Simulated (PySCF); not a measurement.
**[Pb(N2)2]2+ at several levels of theory**

Computed with PySCF 2.14.0 (density fitting, no spin-orbit coupling) at the geometry relaxed with B3LYP:

```xyz
5
[Pb(N2)2]2+ (singlet)
Pb    0.0000    0.0000    0.0000
N     0.0000    0.0000    2.7045
N     0.0000    0.0000    3.8065
N     0.0000    0.0000   -2.7045
N     0.0000    0.0000   -3.8065
```

```tsv
level	basis	state	HOMO (eV)	gap (eV)	charge on Pb1 (e)	dipole about the centre of mass (D)	largest force component (eV/Å)
B3LYP	Pb def2-SVP with ECP60, N def2-SVP	singlet	-20.94	5.84	1.71	0.00	0.00
B3LYP	Pb def2-TZVP with ECP60, N def2-TZVP	singlet	-20.98	5.83	1.81	0.00	1.46
B3LYP	Pb x2c-SVPall, N x2c-SVPall	singlet	-20.95	5.82	1.71	0.00	0.03
```

Charges are Mulliken's, which hang on the basis. The relaxation used the grid (50, 194), these runs (75, 302) or, all-electron (x2c bases, spin-free X2C Hamiltonian), (99, 590).

Problem. Order these levels, in the first row's basis, by the HOMO–LUMO gap they give here, smallest first.
A. HF
B. TPSS
C. PBE
D. PBE0

Solution. C (3.82 eV), B (4.20 eV), D (6.51 eV), A (14.05 eV).

Problem. And their other results?

Solution. 
```csv
level,state,HOMO (eV),gap (eV),charge on Pb1 (e),dipole about the centre of mass (D),largest force component (eV/Å)
PBE0,singlet,-21.23,6.51,1.73,0.00,0.46
PBE,singlet,-19.35,3.82,1.67,0.00,1.78
HF,singlet,-25.71,14.05,1.85,0.00,5.25
TPSS,singlet,-19.54,4.20,1.70,0.00,1.34
```

In the first row's basis the gap widens with exact exchange: 3.8 to 4.2 eV for PBE, TPSS (none); 5.8 to 6.5 eV for B3LYP, PBE0 (a fixed share); 14.1 eV for Hartree–Fock (rising or full at long range).

A frequency check found unstable modes (2, the lowest at -24 cm⁻¹), so the relaxed geometry is a saddle point, or these are noise.
